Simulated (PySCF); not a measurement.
AuOF, triplet: computed properties

Level of theory: PySCF, UPBE0, basis Au def2-TZVP with ECP60, O def2-TZVP, F def2-TZVP (scalar-relativistic core potentials, no spin–orbit coupling, density fitting).

The structure is a minimum.

Coordinates in bohr (charge 0 multiplicity 3):
```
Au    0.0000    0.0000   -0.0565
O     0.0000    0.0000   -3.4637
F     0.0000    0.0000    3.4944
```

| Item | Value |
| --- | --- |
| Point group | C∞v |
| Bond lengths | Au–F 1.879 Å, Au–O 1.803 Å |
| Bond angles | F–Au–O 180.0° |
| Highest occupied level (β) | -9.33 eV |
| Entropy at 298.15 K and 1 bar (electronic part: spin only) | 275.8 J/(mol K) |
| Zero-point energy | 10.7 kJ/mol |
| Rotational symmetry number | 1 |
| Heat capacity Cp at 298.15 K | 51.5 J/(mol K) |
| Enthalpy at 298.15 K above 0 K | 12.28 kJ/mol |
| Rotational constants | 0.1418 cm⁻¹ |
| Atomisation energy without zero-point energy | 539 kJ/mol |
| Spin squared ⟨S²⟩ | 2.015 |
| Dipole moment | 1.73 D |
| Principal quadrupole moments (Buckingham, traceless) about the centre of mass | -7.67, 3.83, 3.83 D Å |
| Lowest empty level (β) | -5.36 eV |
| Principal polarisabilities | 23.4, 23.4, 57.2 bohr³ |

Harmonic modes (masses in u: Au 196.967, O 15.995, F 18.998):
```csv
symmetry,ω (cm⁻¹),"IR (km/mol, summed over degenerate members)",type
π,192,10.7,bend
σ+,642,89.3,stretch
σ+,769,1.2,stretch
```

In C∞v the vibrations span π + 2σ+.

Charges (e):
```tsv
atom	Mulliken	Löwdin	polar tensor	spin (Mulliken)	Mayer order to Au1
Au1	0.66	0.56	0.61	0.52	–
O2	-0.21	-0.17	0.01	1.36	1.47
F3	-0.45	-0.38	-0.62	0.12	0.74
```

Mulliken populations on Au1 (electrons outside its core potential): s 3.04, p 6.21, d 9.06, f 0.03.

Formally Au is in oxidation state +3, d8, with 2 unpaired electrons (the high-spin count). The Mulliken spin on Au is 0.52, so most of the spin sits on the ligands and the formal count fails. The polar-tensor charge on Au, 0.61, is far below the formal one.

This need not be the most stable arrangement of these atoms. Other spin states or occupations of the open shell can lie lower. Spin–orbit coupling, left out here, can matter for elements this heavy.

The final relaxation and frequency run took about 110 core-seconds on a shared host.
